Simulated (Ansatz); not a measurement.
The same path of CH₁₀N₂OSi₂ (16 atoms, charge 0, multiplicity 1) was run twice with different band settings. The coordinate that changes most is the height of N1 over the plane of its neighbours.

The calculation used RKS B3LYP-D4/def2-SVP (Ansatz).

Relaxed end points:

```xyz
16
Properties=species:S:1:pos:R:3
N 2.554 -1.123 -1.225
C 1.941 0.045 -0.572
Si 0.349 -0.406 0.356
O -0.606 -1.293 -0.711
Si -1.175 1.312 0.906
N -2.691 0.505 0.470
H 1.858 -1.589 -1.810
H 2.832 -1.813 -0.525
H 2.676 0.516 0.104
H 1.716 0.805 -1.341
H 0.726 -1.257 1.533
H -1.514 -0.939 -0.731
H -1.122 1.862 2.301
H -1.063 2.472 -0.030
H -3.480 1.094 0.209
H -3.023 -0.215 1.110
```

```xyz
16
Properties=species:S:1:pos:R:3
N 2.471 -1.308 -0.968
C 1.901 -0.079 -0.417
Si 0.279 -0.514 0.451
O -0.680 -1.371 -0.635
Si -1.158 1.310 0.876
N -2.699 0.575 0.400
H 1.826 -1.718 -1.644
H 3.341 -1.123 -1.467
H 2.586 0.340 0.343
H 1.720 0.737 -1.153
H 0.569 -1.336 1.664
H -1.562 -0.965 -0.705
H -1.136 1.904 2.254
H -0.941 2.429 -0.090
H -3.440 1.200 0.089
H -3.099 -0.104 1.046
```

Common settings: spring 5.0 eV/Å²; optimiser quadratic models (default); start path IDPP; force threshold 0.05 eV/Å; end points relaxed.

| run | movable images | climbing image | iteration limit |
| --- | --- | --- | --- |
| 1 | 7 | yes | 18 |
| 2 | 1 | no | 60 |

Question: What does each run give, and how far can it be trusted?

Answer: Run 1: converged after 9 iterations, highest image 0.198 eV above the first end. A vibrational analysis at the climbing image gives one clearly imaginary mode, 622i cm⁻¹: a first-order saddle point.
Run 2: converged after 14 iterations, highest image 0.071 eV above the first end. No image climbed, so the highest image needn't sit at the top of the path. A band with more images between the same ends climbed to 0.20 eV, so this one has probably stepped over the top. So few images can step over the top or miss a turn of the path.
